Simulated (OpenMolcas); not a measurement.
Ionisation energies of hafnium

* Program: OpenMolcas
* Basis: ANO-RCC-VTZP [8s7p5d3f2g1h]
* Scalar Hamiltonian: DKH2, point nucleus
* Spin-orbit coupling: RASSI with atomic mean-field integrals over the reference wave functions, term energies averaged over their components

Active shells in each charge state: the valence d, s shells, with orbitals averaged over the low states. Where CASPT2's correlated closed shells are named, they are those of the first ion.

A. CASSCF
B. SS-CASPT2, IPEA 0.25 Eh, imaginary shift 0.1 Eh (closed shells correlated: 5s 5p)
C. SS-CASPT2, IPEA 0.25 Eh, imaginary shift 0.1 Eh (closed shells correlated: 4f 5s 5p)
D. SS-CASPT2, IPEA 0 Eh, imaginary shift 0.1 Eh (closed shells correlated: 5s 5p)

Energies in eV between the lowest computed levels, named as in B; reference values from the NIST Atomic Spectra Database with their kind.

```csv
From,To,A,B,C,D,Spin-orbit share in B,Reference
Hf 5d² 6s² ³F₂,Hf+ 5d 6s² ²D_3/2,5.722,6.559,6.719,6.650,+0.128,6.825 (measured)
Hf+ 5d 6s² ²D_3/2,Hf2+ 5d² ³F₂,13.279,14.207,14.426,14.291,-0.249,14.610 (theoretical)
```

Other lowest levels: A, Hf 5d² 6s² ³F₂ to 5d² 6s ⁴F_3/2; A, Hf+ 5d² 6s ⁴F_3/2 to 5d² ³F₂.

Error against the reference values, in %:

```
From    Reference      A     B     C     D
  Hf     measured  -16.2  -3.9  -1.6  -2.6
 Hf+  theoretical   -9.1  -2.8  -1.3  -2.2
```

Absolute error against the one measured value: A 1.10 eV, B 0.27 eV, C 0.11 eV, D 0.17 eV. C lies closest.

The lowest level within the active space need not be the ion's true ground level.
